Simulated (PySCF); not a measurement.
PySCF input (CCSD(T)/cc-pVDZ):

```python
from pyscf import gto, scf, mp, cc as ccmod

mol = gto.M(
    atom='''
    Si    0.01124788   -0.00359113   -0.00247247
    O     1.51759205   -0.48452443   -0.33359132
    F    -0.60554121   -0.36198098    1.34622113
    F    -0.76092620    0.79825557   -1.04584945
    ''',
    basis='cc-pvdz',
    charge=1,
    spin=1,
    verbose=4,
)

mf = scf.UHF(mol)
mf.conv_tol = 1e-10
mf.max_cycle = 100
mf.kernel()
mo, _, stable, _ = mf.stability(return_status=True)
if not stable:
    mf.kernel(mf.make_rdm1(mo, mf.mo_occ))
mp2 = mp.MP2(mf, frozen=8).run()
cc = ccmod.CCSD(mf, frozen=8)
cc.max_cycle = 100
cc.kernel()
et = cc.ccsd_t()
print(f'E(CCSD(T)) = {cc.e_tot + et:.9f}')
```

Output:

```
PySCF version 2.14.0

[INPUT] verbose = 4
[INPUT] num. atoms = 4
[INPUT] num. electrons = 39
[INPUT] charge = 1
[INPUT] spin (= nelec alpha-beta = 2S) = 1
[INPUT] symmetry False subgroup None
[INPUT] Mole.unit = angstrom
[INPUT] Symbol           X                Y                Z      unit          X                Y                Z       unit  Magmom
[INPUT]  1 Si     0.011247880000  -0.003591130000  -0.002472470000 AA    0.021255412682  -0.006786252178  -0.004672291151 Bohr   0.0
[INPUT]  2 O      1.517592050000  -0.484524430000  -0.333591320000 AA    2.867833343317  -0.915618473361  -0.630396232332 Bohr   0.0
[INPUT]  3 F     -0.605541210000  -0.361980980000   1.346221130000 AA   -1.144307044038  -0.684044914502   2.543989238802 Bohr   0.0
[INPUT]  4 F     -0.760926200000   0.798255570000  -1.045849450000 AA   -1.437942119006   1.508484404709  -1.976369028027 Bohr   0.0

nuclear repulsion = 168.301419203265
number of shells = 20
number of NR pGTOs = 119
number of NR cGTOs = 60
basis = cc-pvdz
ecp = {}

******** <class 'pyscf.scf.uhf.UHF'> ********
method = UHF
initial guess = minao
damping factor = 0
level_shift factor = 0
DIIS = <class 'pyscf.scf.diis.CDIIS'>
diis_start_cycle = 1
diis_space = 8
diis_damp = 0
SCF conv_tol = 1e-10
SCF conv_tol_grad = None
SCF max_cycles = 100
direct_scf = True
direct_scf_tol = 1e-13
number electrons alpha = 20  beta = 19
Set gradient conv threshold to 1e-05
init E= -562.955506798538
  alpha nocc = 20  HOMO = -0.478590194008603  LUMO = -0.0505613122448612
  beta  nocc = 19  HOMO = -0.487842308517541  LUMO = -0.478590194008603

WARN: HOMO -0.478590194008603 >= LUMO -0.478590194008603

cycle= 1 E= -562.289232301842  delta_E= 0.666  |g|= 0.492  |ddm|= 1.36
  alpha nocc = 20  HOMO = -0.927204723837481  LUMO = -0.250573776664993
  beta  nocc = 19  HOMO = -0.896418289274681  LUMO = -0.315444143310986
  HOMO = -0.896418289275  LUMO = -0.315444143311  gap/eV = 15.80911
cycle= 2 E= -562.383603885113  delta_E= -0.0944  |g|= 0.232  |ddm|= 0.629
  alpha nocc = 20  HOMO = -0.894263802278665  LUMO = -0.213169293654714
  beta  nocc = 19  HOMO = -0.857932664362306  LUMO = -0.269778082194216
  HOMO = -0.857932664362  LUMO = -0.269778082194  gap/eV = 16.00450
cycle= 3 E= -562.400986880867  delta_E= -0.0174  |g|= 0.0553  |ddm|= 0.141
  alpha nocc = 20  HOMO = -0.887921900089576  LUMO = -0.198078026505017
  beta  nocc = 19  HOMO = -0.848328664661192  LUMO = -0.255918805535365
  HOMO = -0.848328664661  LUMO = -0.255918805535  gap/eV = 16.12029
cycle= 4 E= -562.402289065912  delta_E= -0.0013  |g|= 0.0127  |ddm|= 0.035
  alpha nocc = 20  HOMO = -0.887911218005275  LUMO = -0.198160273658303
  beta  nocc = 19  HOMO = -0.844328568253871  LUMO = -0.253061272535808
  HOMO = -0.844328568254  LUMO = -0.253061272536  gap/eV = 16.08920
cycle= 5 E= -562.402476317161  delta_E= -0.000187  |g|= 0.0057  |ddm|= 0.0159
  alpha nocc = 20  HOMO = -0.890873393361319  LUMO = -0.198492738662758
  beta  nocc = 19  HOMO = -0.843466227222278  LUMO = -0.254335269609249
  HOMO = -0.843466227222  LUMO = -0.254335269609  gap/eV = 16.03107
cycle= 6 E= -562.402530165919  delta_E= -5.38e-05  |g|= 0.00301  |ddm|= 0.00891
  alpha nocc = 20  HOMO = -0.891089101153884  LUMO = -0.198461231313632
  beta  nocc = 19  HOMO = -0.841082134177355  LUMO = -0.253624230536791
  HOMO = -0.841082134177  LUMO = -0.253624230537  gap/eV = 15.98554
cycle= 7 E= -562.402547941518  delta_E= -1.78e-05  |g|= 0.00148  |ddm|= 0.0059
  alpha nocc = 20  HOMO = -0.892309152300362  LUMO = -0.198391715820198
  beta  nocc = 19  HOMO = -0.840394499646774  LUMO = -0.253864215397229
  HOMO = -0.840394499647  LUMO = -0.253864215397  gap/eV = 15.96030
cycle= 8 E= -562.402553174265  delta_E= -5.23e-06  |g|= 0.000434  |ddm|= 0.00421
  alpha nocc = 20  HOMO = -0.892595649208683  LUMO = -0.198442448139189
  beta  nocc = 19  HOMO = -0.840149250839339  LUMO = -0.25387558840935
  HOMO = -0.840149250839  LUMO = -0.253875588409  gap/eV = 15.95332
cycle= 9 E= -562.402553639628  delta_E= -4.65e-07  |g|= 9.34e-05  |ddm|= 0.00146
  alpha nocc = 20  HOMO = -0.89262453644663  LUMO = -0.198446020022529
  beta  nocc = 19  HOMO = -0.840145014118575  LUMO = -0.253868058994272
  HOMO = -0.840145014119  LUMO = -0.253868058994  gap/eV = 15.95341
cycle= 10 E= -562.402553653461  delta_E= -1.38e-08  |g|= 2.99e-05  |ddm|= 0.000222
  alpha nocc = 20  HOMO = -0.892616788420684  LUMO = -0.198441740642972
  beta  nocc = 19  HOMO = -0.840151964099453  LUMO = -0.253866000081757
  HOMO = -0.840151964099  LUMO = -0.253866000082  gap/eV = 15.95365
cycle= 11 E= -562.402553654945  delta_E= -1.48e-09  |g|= 1.02e-05  |ddm|= 6.17e-05
  alpha nocc = 20  HOMO = -0.892613018892679  LUMO = -0.198441237831414
  beta  nocc = 19  HOMO = -0.840157042963325  LUMO = -0.253866405103244
  HOMO = -0.840157042963  LUMO = -0.253866405103  gap/eV = 15.95378
cycle= 12 E= -562.40255365514  delta_E= -1.95e-10  |g|= 3.7e-06  |ddm|= 2.32e-05
  alpha nocc = 20  HOMO = -0.892611512132087  LUMO = -0.198440917812353
  beta  nocc = 19  HOMO = -0.840158597083623  LUMO = -0.25386661774198
  HOMO = -0.840158597084  LUMO = -0.253866617742  gap/eV = 15.95382
cycle= 13 E= -562.402553655161  delta_E= -2.16e-11  |g|= 1.16e-06  |ddm|= 8.02e-06
  alpha nocc = 20  HOMO = -0.892611363807854  LUMO = -0.198440924839675
  beta  nocc = 19  HOMO = -0.840158833678435  LUMO = -0.253866650632282
  HOMO = -0.840158833678  LUMO = -0.253866650632  gap/eV = 15.95382
Extra cycle  E= -562.402553655162  delta_E= -6.82e-13  |g|= 6.81e-07  |ddm|= 1.2e-06
converged SCF energy = -562.402553655162  <S^2> = 0.75708485  2S+1 = 2.0070723
uhf_internal: lowest eigs of H = [0.02560461 0.17730113 0.48770684]
<class 'pyscf.scf.uhf.UHF'> wavefunction is stable in the internal stability analysis

******** <class 'pyscf.mp.ump2.UMP2'> ********
nocc = (np.int64(12), np.int64(11)), nmo = (52, 52)
frozen orbitals 8
E(UMP2) = -562.994196056517  E_corr = -0.591642401355545
E(SCS-UMP2) = -562.973087446877  E_corr = -0.570533791715229
E_corr(same-spin) = -0.160888949897797
E_corr(oppo-spin) = -0.430753451457747

******** <class 'pyscf.cc.uccsd.UCCSD'> ********
CC2 = 0
CCSD nocc = (np.int64(12), np.int64(11)), nmo = (52, 52)
frozen orbitals 8
max_cycle = 100
direct = 0
conv_tol = 1e-07
conv_tol_normt = 1e-06
diis_space = 6
diis_start_cycle = 0
diis_start_energy_diff = 1e+09
Init t2, MP2 energy = -0.591642383977958
Init E_corr(UCCSD) = -0.591642383978284
cycle = 1  E_corr(UCCSD) = -0.587499148768635  dE = 0.00414323521  norm(t1,t2) = 0.103416
cycle = 2  E_corr(UCCSD) = -0.60264156456102  dE = -0.0151424158  norm(t1,t2) = 0.0310512
cycle = 3  E_corr(UCCSD) = -0.60235872561477  dE = 0.000282838946  norm(t1,t2) = 0.0204885
cycle = 4  E_corr(UCCSD) = -0.605028717063344  dE = -0.00266999145  norm(t1,t2) = 0.00907625
cycle = 5  E_corr(UCCSD) = -0.605050598104993  dE = -2.18810416e-05  norm(t1,t2) = 0.0029937
cycle = 6  E_corr(UCCSD) = -0.60489047379575  dE = 0.000160124309  norm(t1,t2) = 0.00166495
cycle = 7  E_corr(UCCSD) = -0.604931331465148  dE = -4.08576694e-05  norm(t1,t2) = 0.000616094
cycle = 8  E_corr(UCCSD) = -0.604953325271973  dE = -2.19938068e-05  norm(t1,t2) = 0.000195567
cycle = 9  E_corr(UCCSD) = -0.604964085625814  dE = -1.07603538e-05  norm(t1,t2) = 0.000110531
cycle = 10  E_corr(UCCSD) = -0.604963771988277  dE = 3.13637537e-07  norm(t1,t2) = 3.18469e-05
cycle = 11  E_corr(UCCSD) = -0.604962514081274  dE = 1.257907e-06  norm(t1,t2) = 1.7207e-05
cycle = 12  E_corr(UCCSD) = -0.604962123004274  dE = 3.91077001e-07  norm(t1,t2) = 7.35889e-06
cycle = 13  E_corr(UCCSD) = -0.604961885842084  dE = 2.3716219e-07  norm(t1,t2) = 4.10674e-06
cycle = 14  E_corr(UCCSD) = -0.604961827494239  dE = 5.8347845e-08  norm(t1,t2) = 1.59372e-06
cycle = 15  E_corr(UCCSD) = -0.604961813053294  dE = 1.44409449e-08  norm(t1,t2) = 7.51772e-07
UCCSD converged
E(UCCSD) = -563.0075154682152  E_corr = -0.6049618130532943
UCCSD(T) correction = -0.0121542326071287
E(CCSD(T)) = -563.019669701
```
